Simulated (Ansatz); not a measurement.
`N[Si](N)([SiH3])[SiH3]`: the same geometry under several functionals.

```yaml
crystal:
  periodic: [false, false, false]
  atoms:
    - {symbol: N, position_ang: [-1.546210, -0.682074, 1.051240]}
    - {symbol: Si, position_ang: [-0.209916, -0.347784, 0.019326]}
    - {symbol: N, position_ang: [0.069596, -1.765607, -0.915580]}
    - {symbol: Si, position_ang: [-0.535024, 1.369914, -1.560179]}
    - {symbol: Si, position_ang: [1.535655, 0.288733, 1.468021]}
    - {symbol: H, position_ang: [-1.657427, -0.186084, 1.920217]}
    - {symbol: H, position_ang: [-2.437057, -0.943448, 0.657473]}
    - {symbol: H, position_ang: [0.517091, -1.704233, -1.815305]}
    - {symbol: H, position_ang: [0.275101, -2.640964, -0.458952]}
    - {symbol: H, position_ang: [-1.831720, 1.210356, -2.279409]}
    - {symbol: H, position_ang: [0.551824, 1.401168, -2.582068]}
    - {symbol: H, position_ang: [-0.551178, 2.693491, -0.875570]}
    - {symbol: H, position_ang: [1.104898, 1.346739, 2.428142]}
    - {symbol: H, position_ang: [2.035308, -0.870563, 2.262307]}
    - {symbol: H, position_ang: [2.679061, 0.830335, 0.680347]}
basis:
  gaussian: {orbitals: def2-TZVPP}
hamiltonian: {xc: {name: B2PLYP}}
```

```sh
$ ansatz run in.yaml --threads 2 --pin off --events-out ev --progress --plain --max-ram 22528MiB --backend cuda --devices 0, --max-vram 18GiB
```

Output, abridged:

```
Functional definition: B2PLYP
1865 factors; integrals over basis functions are off by at most 1.1e-3 eV
mean field evaluation 1: about -26751.3540 eV, gradient 6.6e1 eV
mean field evaluation 2: about -26751.5156 eV, gradient 6.6e1 eV
mean field evaluation 4: about -26759.6498 eV, gradient 4.7e0 eV
mean field evaluation 8: about -26759.7194 eV, gradient 1.8e-1 eV
mean field evaluation 16: about -26759.7195 eV, gradient 1.2e-4 eV
mean field -26759.71948328 eV, -983.4015526211 hartree, gradient 5.6e-6 eV, S^2 0.000000; 0 other end points of the search recorded, 0 dependent functions left out
17 core orbitals not correlated: weight in the atoms' cores, before any rotation towards them, 1.000 or more for the frozen orbitals, at most 0.000 for the correlated occupied ones
reference -26759.71970071 eV, -983.4015606114 hartree; 16, 16 occupied and 295, 295 virtual orbitals, 1865 factors
second order -26.90748206 eV of doubles, -0.00000000 eV of singles
Total energy: -26766.98472086 eV, -983.6685451778 hartree
```

Hardware: 2 threads of an AMD EPYC 7R13 on a shared host and a share of an NVIDIA H100 80 GB. Wall time 3.8 s, peak host memory 1.4 GiB.

The same input with `hamiltonian: {xc: r2scan, dispersion: d4}` and forces (abridged; 3.2 s):

```
Functional definition: r2SCAN
mean field evaluation 16: about -26775.5602 eV, gradient 3.9e-4 eV
mean field -26775.56019015 eV, -983.9836878614 hartree, gradient 1.4e-5 eV, S^2 0.000000
Total energy: -26775.66091291 eV, -983.9873893546 hartree
Atom 0 force     0.015994    -0.046196     0.031725 eV/Å
Atom 1 force     0.042239     0.066128    -0.005027 eV/Å
Atom 2 force    -0.049739    -0.010774    -0.029064 eV/Å
Atom 3 force     0.005274     0.017620    -0.017944 eV/Å
Atom 4 force     0.014948     0.015616     0.019400 eV/Å
Atom 5 force    -0.032719     0.012462     0.015803 eV/Å
Atom 6 force    -0.040580     0.008896     0.006124 eV/Å
Atom 7 force     0.025173    -0.024269    -0.014996 eV/Å
Atom 8 force     0.026184    -0.031952    -0.004507 eV/Å
Atom 9 force     0.017599     0.009263     0.005896 eV/Å
Atom 10 force    -0.019931     0.008513     0.007540 eV/Å
Atom 11 force    -0.002524    -0.019946    -0.018505 eV/Å
Atom 12 force     0.017608    -0.015142    -0.007773 eV/Å
Atom 13 force    -0.001545     0.020341    -0.008799 eV/Å
Atom 14 force    -0.017981    -0.010557     0.020127 eV/Å
Dipole moment:    -0.156037    -0.258589     0.014237 e Å
```

With the line `hamiltonian: {xc: {name: wB97M-V}}` and forces (abridged; 6.5 s):

```
Functional definition: wB97M-V
mean field evaluation 16: about -26775.9445 eV, gradient 3.3e-5 eV
mean field -26775.94453253 eV, -983.9978121835 hartree, gradient 3.3e-5 eV, S^2 0.000000
Total energy: -26775.94460059 eV, -983.9978146846 hartree
Atom 0 force    -0.057495     0.016176     0.033693 eV/Å
Atom 1 force     0.097192     0.157328    -0.010124 eV/Å
Atom 2 force     0.039637    -0.046871    -0.032463 eV/Å
Atom 3 force    -0.021313     0.053962    -0.057055 eV/Å
Atom 4 force     0.061422     0.012231     0.056798 eV/Å
Atom 5 force    -0.015038    -0.016531    -0.006782 eV/Å
Atom 6 force     0.012962     0.003655     0.024749 eV/Å
Atom 7 force    -0.007586    -0.020269     0.008966 eV/Å
Atom 8 force    -0.004410     0.011375    -0.025247 eV/Å
Atom 9 force     0.138186     0.016317     0.078554 eV/Å
Atom 10 force    -0.112691    -0.009280     0.111060 eV/Å
Atom 11 force     0.003196    -0.134214    -0.069371 eV/Å
Atom 12 force     0.040207    -0.113750    -0.104718 eV/Å
Atom 13 force    -0.055170     0.124073    -0.087798 eV/Å
Atom 14 force    -0.119097    -0.054200     0.079738 eV/Å
Dipole moment:    -0.147785    -0.244916     0.013462 e Å
```
